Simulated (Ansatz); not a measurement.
Reaction (cleavage of the Si–Si bond): `N[SiH2][SiH2][SiH3]` + `[NH2][AlH][Cl]` → `[SiH3][NH][AlH][Cl]` + `N[SiH2][SiH3]`

Isolated molecules relaxed with PBE0-D4/def2-TZVP in Ansatz; ΔE leaves out vibrations. CCSD(T)/CBS adds triple-zeta CCSD(T) − MP2 to the extrapolated MP2 energy (def2 sets, frozen cores). This one scheme is used for every species. DFT in def2-TZVPP. Each species was taken in one conformer, which may not be the lowest.

```csv
level,ΔE (kJ/mol),difference from CCSD(T)/CBS
r2SCAN-D4,-35.3,7.2
ωB97X-V,-40.9,1.6
B2PLYP,-45.2,-2.7
PBE,-22.8,19.7
SCS-MP2/def2-TZVPP,-53.2,-10.7
CCSD(T)/def2-TZVPP,-43.7,-1.2
HF/def2-QZVPP,-60.5,-18.0
MP2/def2-QZVPP,-49.5,-7.0
SCS-MP2/def2-QZVPP,-52.8,-10.3
HF/CBS(def2),-60.6,-18.1
CCSD(T)/CBS,-42.5,0
```

Largest T1 diagnostic among the species: 0.012.

From PBE to PBE0 (25 % exact exchange), in def2-TZVPP and without D4, ΔE moves by −5.8 kJ/mol. In def2-TZVPP, CCSD(T) changes the Hartree–Fock value by +15.4 kJ/mol (the triples alone add +1.9 kJ/mol) and MP2 by +9.4 kJ/mol.
